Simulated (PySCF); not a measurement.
C3H7ClO2Si.
SMILES with atom numbers: `[Cl:1][CH2:2][SiH:3]1[O:4][CH2:5][CH2:6][O:7]1` (hydrogens: H8, H9 on C2; H10 on Si3; H11, H12 on C5; H13, H14 on C6)

Structure used (PBE0-D3(BJ)/def2-SVP), in Å, numbered top down from 1:
```xyz
14
C3H7ClO2Si angstrom
Cl     3.1027   -1.1476    1.2231
C      2.2494    0.0307    0.1750
Si     0.5975   -0.7165   -0.3019
O     -0.2975    0.2644   -1.3268
C     -1.3778    0.8347   -0.6109
C     -1.6920   -0.1031    0.5629
O     -0.4676   -0.6709    0.9889
H      2.8831    0.2321   -0.7013
H      2.1234    0.9665    0.7380
H      0.8077   -2.0610   -0.8927
H     -1.0962    1.8387   -0.2419
H     -2.2442    0.9522   -1.2811
H     -2.1585    0.4373    1.4015
H     -2.3880   -0.9020    0.2452
```

Computed with PySCF at PBE0/pcSseg-1, non-relativistic, on one gas-phase PBE0-D3(BJ)/def2-SVP geometry that isn't relaxed in the solvent. The solvent is an IEF-PCM continuum (cavity from Bondi-type radii × 1.2). Specific hydrogen bonds and non-electrostatic terms are outside this model.

```csv
run,E − E(gas) (kcal/mol),HOMO (eV),HOMO–LUMO gap (eV),dipole (D)
gas,0.00,-8.00,8.14,2.66
P,-2.79,-7.99,8.16,3.01
Q,-6.23,-8.00,8.19,3.44
```

Problem. The runs were made in acetonitrile and benzene. Which run belongs to which solvent?

Solution. P = benzene, Q = acetonitrile. The dielectric constants are 2.271 (benzene), 35.69 (acetonitrile), and the energy falls further as ε rises. In this model the ground state sees the solvent through ε alone.

Problem. How constant is the ratio of the lowering to (ε − 1)/(2ε + 1)?

Solution. 
```
     solvent  (ε − 1)/(2ε + 1)  E − E(gas) (kcal/mol)  ratio (kcal/mol)  polarisation term (kcal/mol)
     benzene             0.229                  -2.79             -12.2                         -2.96
acetonitrile             0.479                  -6.23             -13.0                         -7.09
```

The ratio changes by +6.7 % in size from benzene to acetonitrile. The polarisation term is half the interaction of the solute with the induced surface charges.
